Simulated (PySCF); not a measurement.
1-(chloromethyl)-1-fluorocyclopropane (C4H6ClF), SMILES C(C1(F)CC1)Cl.

Coordinates come from a PBE-D3(BJ)/def2-SVP optimisation. The values are those of a single conformer.

All values below come from ωB97X/def2-TZVP in PySCF.

```
Item                                                                                                            Value
---------------------------------------------------------------------------------------------  ----------------------
total energy                                                                                       -716.09832 hartree
highest occupied level                                                                                      -10.67 eV
lowest empty level                                                                                            2.81 eV
orbital gap                                                                                                  13.48 eV
dipole moment                                                                                                  2.84 D
quadrupole, principal values (traceless, Buckingham form, about the centre of nuclear charge)  -3.59, -0.54, 4.13 D·Å
mean static polarisability                                                                       58.3 bohr³ (8.64 Å³)
polarisability, principal values                                                               50.2, 54.2, 70.5 bohr³
```
